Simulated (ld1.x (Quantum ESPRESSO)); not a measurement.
indium (In), TM semilocal: configuration errors across variants

```
Element                 : indium
Generator               : ld1.x (Quantum ESPRESSO) 7.5
Type                    : norm-conserving Troullier–Martins (semilocal form)
Functional              : LDA (PZ)
Relativity              : scalar-relativistic
Frozen core             : [Kr] 4d10
Valence charge          : 3
Reference configuration : 5s1 5p0 (charge +2)
Partial waves           : 5s (bound): rc 1.95 bohr; 5d channel at 0.25 Ry: rc 1.75 bohr; 5p (bound, empty): rc 1.70 bohr
Local potential         : the p channel
Core correction         : a·sin(br)/r model core, default radius (core density twice the valence density)
```

All-electron excitation energies from the reference (eV): (1) 5s2 5p1 -25.255; (2) 5s2 5p0 -19.661; (3) 5s2 5p0.5 -23.210; (4) 5s0 5p3 -13.093; (5) 5s1 5p1 -12.965; (6) 5s2 5p1.3 -25.837; (7) 5s1 5p2 -19.317; (8) 5s1 5p0 spin -0.224; (9) 5s2 5p1 spin -25.372.

Spin tests fill each open shell by Hund’s rule, majority spin first.

A semilocal file is local in each channel, so a ghost entry of none says nothing of the separable form that plane-wave codes build from it.

A true bound ghost makes a file unfit for plane-wave use even where its test errors are small: the radial tests pick states by their node count and pass the ghost by.

Errors AE − PS in meV (a dash: test not solved or not reliable):

| change | (1) | (2) | (3) | (4) | (5) | (6) | (7) | (8) | (9) | bound ghosts |
| --- | --- | --- | --- | --- | --- | --- | --- | --- | --- | --- |
| base | -136 | -80 | -114 | -9.2 | -29 | -142 | -60 | +21 | -134 | none |
| wave 5s (bound): rc 1.95 bohr becomes 5s (bound): rc 1.30 bohr | +58 | +54 | +58 | +45 | +32 | +58 | +35 | – | +60 | s |
| wave 5s (bound): rc 1.95 bohr becomes 5s (bound): rc 1.50 bohr | -116 | -70 | -98 | -8.3 | -25 | -120 | -52 | +26 | -114 | none |
| wave 5s (bound): rc 1.95 bohr becomes 5s (bound): rc 1.72 bohr | -133 | -80 | -113 | -10 | -28 | -139 | -59 | +20 | -131 | none |
| wave 5s (bound): rc 1.95 bohr becomes 5s (bound): rc 1.92 bohr | -136 | -80 | -114 | -9.2 | -29 | -142 | -60 | +21 | -134 | none |
| wave 5s (bound): rc 1.95 bohr becomes 5s (bound): rc 2.14 bohr | -136 | -80 | -114 | -9.1 | -29 | -142 | -60 | +22 | -134 | none |
| wave 5s (bound): rc 1.95 bohr becomes 5s (bound): rc 2.32 bohr | -136 | -80 | -115 | -9.0 | -29 | -142 | -60 | +21 | -134 | none |
| wave 5s (bound): rc 1.95 bohr becomes 5s (bound): rc 2.72 bohr | -133 | -87 | -116 | -6.1 | -26 | -137 | -52 | +15 | -131 | none |
| wave 5s (bound): rc 1.95 bohr becomes 5s (bound): rc 2.94 bohr | -131 | -93 | -118 | -2.2 | -23 | -133 | -45 | +12 | -129 | none |

(1) Give the same row for: wave 5s (bound): rc 1.95 bohr becomes 5s (bound): rc 2.46 bohr.

Answers

(1) -135, -82, -115, -8.5, -28, -140, -58, +19, -133; bound ghosts: none.
